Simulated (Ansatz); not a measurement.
Harmonic frequencies (cm⁻¹) at PBE0-D4/def2-TZVP from Ansatz: 48, 114, 126, 214, 238, 328, 337, 358, 566, 717, 867, 966, 981, 991, 997, 1354, 1471, 1477, 3077, 3175, 3176.

Each molecule was computed in one conformer, which needn't be the lowest.

(1) Which molecule is it?
A. `CO[SiH3]`
B. `N[SiH](Cl)O[SiH3]`
C. `CS[Si](F)(F)F`
D. `Cl[SiH](Cl)[GeH3]`

## Answers

(1) C.
